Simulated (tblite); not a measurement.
C3H10B3N2P.
Atom-mapped SMILES: `[CH2:1]=[CH:2][B:3]1[NH:4][BH:5][N:6]([CH3:7])[BH:8][PH:9]1` (hydrogens: H10, H11 on C1; H12 on C2; H13 on N4; H14 on B5; H15, H16, H17 on C7; H18 on B8; H19 on P9)

Computed with GFN2-xTB (tblite), gas phase: L-BFGS steps from a force-field or distance-geometry start until the largest atomic force falls under 0.01 eV/Å.

Step 10: E = -643.4930 eV
```
atom  x, y, z in Å  |  force x, y, z in eV/Å
C1      3.6821    0.0468   -0.5226   -0.210  -0.272   0.079
C2      2.7234   -0.8181   -0.1953    0.039   0.140  -0.155
B3      1.2526   -0.3635    0.0556    0.127   0.291   0.314
N4      0.1970   -1.2916   -0.0173    0.139  -0.130  -0.105
B5     -1.1520   -1.0140   -0.3373   -0.278  -0.152   0.117
N6     -1.7668    0.1826    0.1272   -0.174   0.243  -0.258
C7     -3.2062    0.3209   -0.1296    0.288  -0.025   0.116
B8     -1.0726    1.2677    0.7052    0.115   0.102  -0.331
P9      0.8357    1.3608    0.7136   -0.224  -0.123   0.050
H10     4.6952   -0.2629   -0.7160    0.092   0.108  -0.061
H11     3.4419    1.0954   -0.6070    0.187   0.007   0.032
H12     2.9796   -1.8752   -0.1565   -0.013   0.054   0.034
H13     0.4796   -2.2501   -0.0921    0.078  -0.430  -0.336
H14    -1.7906   -1.7691   -0.9954    0.198   0.000   0.293
H15    -3.4010    1.1829   -0.7741   -0.007  -0.130   0.070
H16    -3.7395    0.4514    0.8080   -0.088   0.089   0.096
H17    -3.5576   -0.5920   -0.6060   -0.148   0.138  -0.062
H18    -1.6824    2.1723    1.1333   -0.072   0.057  -0.028
H19     1.0719    2.1650   -0.3858   -0.047   0.033   0.136
```

Step 11: E = -643.5269 eV
```
atom  x, y, z in Å  |  force x, y, z in eV/Å
C1      3.6871    0.0470   -0.5214   -0.262  -0.291   0.057
C2      2.7219   -0.8166   -0.2004    0.083   0.205  -0.060
B3      1.2473   -0.3623    0.0683    0.213   0.269   0.236
N4      0.1957   -1.2962   -0.0368    0.299  -0.005   0.008
B5     -1.1543   -1.0220   -0.3447   -0.183   0.017   0.254
N6     -1.7625    0.1838    0.1050   -0.158   0.331  -0.131
C7     -3.2037    0.3244   -0.1254    0.189  -0.024   0.045
B8     -1.0738    1.2717    0.6831    0.130   0.068  -0.202
P9      0.8342    1.3696    0.7450   -0.226  -0.282  -0.107
H10     4.7018   -0.2643   -0.7219   -0.020   0.114  -0.028
H11     3.4532    1.0998   -0.6047    0.183  -0.081   0.042
H12     2.9788   -1.8763   -0.1553   -0.046   0.142  -0.002
H13     0.4879   -2.2526   -0.1061    0.055  -0.403  -0.365
H14    -1.7961   -1.7844   -0.9641    0.024  -0.183   0.103
H15    -3.4088    1.1805   -0.7734   -0.001  -0.050   0.098
H16    -3.7289    0.4566    0.8205   -0.010   0.063  -0.006
H17    -3.5647   -0.5804   -0.6064   -0.170   0.033  -0.028
H18    -1.6872    2.1722    1.1158   -0.090   0.059  -0.057
H19     1.0623    2.1588   -0.3693   -0.009   0.019   0.143
```

Q: Estimate the geometry and energy of step 12. (The exact step hangs on the optimiser's Hessian estimate; all steps are aligned on step 11, rigid shifts and turns removed.)

A: E = -643.5573 eV, largest force 0.448 eV/Å
```
atom  x, y, z in Å  |  force x, y, z in eV/Å
C1      3.6903    0.0447   -0.5203   -0.146  -0.150  -0.009
C2      2.7202   -0.8130   -0.2049    0.054   0.165   0.081
B3      1.2458   -0.3569    0.0845    0.180   0.082   0.089
N4      0.1994   -1.3001   -0.0583    0.321   0.074   0.108
B5     -1.1579   -1.0292   -0.3474    0.013   0.093   0.308
N6     -1.7591    0.1901    0.0784   -0.046   0.260   0.006
C7     -3.1994    0.3279   -0.1212   -0.014  -0.012  -0.044
B8     -1.0726    1.2765    0.6592    0.058   0.082  -0.066
P9      0.8293    1.3736    0.7764   -0.192  -0.338  -0.222
H10     4.7071   -0.2643   -0.7283   -0.110   0.085  -0.002
H11     3.4681    1.1021   -0.6013    0.151  -0.134   0.050
H12     2.9770   -1.8741   -0.1546   -0.082   0.178  -0.033
H13     0.4974   -2.2588   -0.1259    0.010  -0.222  -0.371
H14    -1.8044   -1.8060   -0.9301   -0.076  -0.265   0.015
H15    -3.4175    1.1780   -0.7705   -0.006   0.052   0.099
H16    -3.7163    0.4629    0.8328    0.066   0.030  -0.095
H17    -3.5751   -0.5683   -0.6065   -0.153  -0.047   0.025
H18    -1.6940    2.1727    1.0944   -0.071   0.051  -0.092
H19     1.0518    2.1514   -0.3486    0.043   0.017   0.152
```

The energy changes by -0.0304 eV. The first-order estimate −F·Δx gives -0.0426 eV and the mean of the old and new forces, exact on a quadratic surface, -0.0304 eV. The step makes an angle of 66° with the force vector and moves no atom by more than 0.041 Å.

The cost below is that of the whole relaxation. Time: 1.2 s. Hardware: one thread of an Arm Neoverse V1, shared host.
